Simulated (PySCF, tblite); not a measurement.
C6H11N.
Bonds: C1–C2, C2–C3 (triple), C3–C4, C4–N5, N5–C6, N5–C7. Hydrogens: H8, H9, H10 on C1; H11, H12 on C4; H13, H14, H15 on C6; H16, H17, H18 on C7.

Structure optimised with GFN2-xTB, isolated species.

List the bond lengths, angles and torsions at this level.

```csv
bond,length (Å)
C1–C2,1.448
C2≡C3,1.199
C3–C4,1.459
C4–N5,1.457
"N5–C6, N5–C7",1.447
"C1–H8, C1–H9, C1–H10",1.090
"C4–H11, C4–H12",1.096
C6–H13 and 3 like bonds,1.089
"C6–H15, C7–H18",1.101
```

Bonds in one row agree within 0.01 Å and their mean is given. A selection of angles:
```csv
angle,degrees
C2–C1–H8,110.0
H8–C1–H9,108.9
C1–C2–C3,177.6
C2–C3–C4,174.8
C3–C4–N5,114.5
C3–C4–H11,109.1
N5–C4–H11,107.8
H11–C4–H12,108.2
C4–N5–C6,112.2
C6–N5–C7,111.6
N5–C6–H13,109.2
N5–C6–H15,113.0
H13–C6–H14,108.6
```

Torsions: C3–C4–N5–C6 -63° (synclinal). The mirror-image conformer, all signs reversed, is as good.

N5 (tertiary amine nitrogen) is pyramidal (angles 112.2°, 112.2° and 111.6°, sum 336.0°, 0.42 Å off the plane of its three neighbours). The 3 C–C bonds span 1.199 Å (C2≡C3, drawn triple) to 1.459 Å (C3–C4, drawn single), a spread of 0.260 Å. Of the pairs four or more bonds apart, C3···H18 is among the closest relative to their van der Waals radii: 2.72 Å, 94 % of the sum of Bondi's values.

Its GFN2-xTB frequencies are all real (lowest 26 cm⁻¹). The numbers are those of one conformer. 2 starts were optimised and ended at 0.00 and 4.11 kcal/mol (GFN2-xTB); the lowest of these is shown.

The numbers are calculated, not measured.
